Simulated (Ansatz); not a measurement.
Program: Ansatz. Geometries: PBE0-D4/def2-TZVP. ΔE: electronic, gas phase. CCSD(T)/CBS is the MP2 limit (def2-TZVPP, def2-QZVPP) plus CCSD(T) − MP2 in def2-TZVPP, frozen cores. This one scheme is used for every species. Functionals use def2-TZVPP. B3LYP here is the variant with VWN-RPA as its local correlation; programs differ in this. Each species was taken in one conformer, which may not be the lowest.

Consider the ligand exchange at the Si–N bond: `O[Si](O)(F)N[SiH2]F` + `C=C[SiH2]O` → `C=C[SiH2]O[SiH2]F` + `N[Si](O)(O)F`.

```tsv
level	ΔE (kJ/mol)	difference from CCSD(T)/CBS
PBE-D4	-46.1	8.4
PBE0-D4	-49.6	4.9
B3LYP-D4	-55.0	-0.5
ωB97X-V	-53.0	1.5
B2PLYP	-56.4	-1.9
PBE	-47.3	7.2
r2SCAN	-53.3	1.2
B3LYP	-57.1	-2.6
HF/def2-TZVPP	-66.8	-12.3
MP2/def2-TZVPP	-53.6	0.9
CCSD/def2-TZVPP	-55.7	-1.2
CCSD(T)/def2-TZVPP	-53.4	1.1
HF/def2-QZVPP	-68.4	-13.9
MP2/def2-QZVPP	-54.8	-0.3
SCS-MP2/def2-QZVPP	-57.2	-2.7
MP2/CBS(def2)	-54.7	-0.2
CCSD(T)/CBS	-54.5	0
```

Largest T1 diagnostic among the species: 0.012.

From PBE to PBE0 (25 % exact exchange), in def2-TZVPP and without D4, ΔE moves by −3.3 kJ/mol. In def2-TZVPP, CCSD(T) changes the Hartree–Fock value by +13.3 kJ/mol (the triples alone add +2.3 kJ/mol) and MP2 by +13.2 kJ/mol.
